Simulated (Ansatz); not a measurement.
Consider the cleavage of the Si–B bond: `B[SiH2]O` + `CN[SiH2]O` → `CN([SiH2]O)[SiH2]O` + BH₃.

Gas-phase electronic energies from Ansatz, PBE0-D4/def2-TZVP geometries. CBS: MP2 limit from def2 TZ/QZ plus the TZ coupled-cluster correction, frozen cores. This one scheme is used for every species. DFT in def2-TZVPP. B3LYP here is the variant with VWN-RPA as its local correlation; programs differ in this. One conformer a species, not always the lowest.

`B[SiH2]O`:

```xyz
8

B    -0.475   -0.939   -0.893
Si   -0.143    0.392    0.570
O     1.440    0.765    0.874
H     0.353   -1.283   -1.686
H    -1.575   -1.393   -1.027
H    -0.685   -0.082    1.870
H    -0.921    1.611    0.173
H     2.006    0.929    0.119
```

`CN[SiH2]O`:

Cartesian coordinates in Å:
```
C -0.553 1.158 -0.911
N 0.310 0.734 0.169
Si 0.732 -0.879 0.526
O -0.324 -1.774 1.427
H -1.589 1.334 -0.596
H -0.570 0.386 -1.684
H -0.183 2.074 -1.381
H 0.440 1.435 0.882
H 1.954 -0.849 1.359
H 0.910 -1.542 -0.794
H -1.128 -2.077 1.003
```

`CN([SiH2]O)[SiH2]O`:

```xyz
15

C     1.299   -0.806    1.140
N     0.400   -0.154    0.190
Si    0.274   -0.875   -1.381
O    -0.980   -0.185   -2.176
Si   -0.469    1.248    0.640
O    -2.062    1.004    0.231
H     1.070   -0.501    2.163
H     1.191   -1.895    1.090
H     2.350   -0.565    0.948
H     1.477   -0.650   -2.223
H     0.116   -2.341   -1.166
H    -1.742    0.015   -1.619
H    -0.298    1.411    2.108
H    -0.041    2.497   -0.048
H    -2.586    1.797    0.104
```

BH₃:

```xyz
4

B     0.000    0.000    0.000
H    -1.128    0.389   -0.023
H     0.611   -0.120   -1.018
H     0.517   -0.269    1.042
```

```csv
level,ΔE (kJ/mol)
B3LYP,-77.7
CCSD(T)/def2-TZVPP,-96.0
SCS-MP2/def2-QZVPP,-101.8
HF/CBS(def2),-92.9
```

Problem. What does CCSD(T)/CBS give? (Estimate.)

Solution. Computed: -95.0 kJ/mol. The listed levels differ from it by 17.3, -1.0, -6.8, 2.1 kJ/mol.

Largest T1 diagnostic among the species: 0.012.

From PBE to PBE0 (25 % exact exchange), in def2-TZVPP and without D4, ΔE moves by −8.5 kJ/mol. In def2-TZVPP, CCSD(T) changes the Hartree–Fock value by −3.9 kJ/mol (the triples alone add −2.0 kJ/mol) and MP2 by −13.8 kJ/mol.
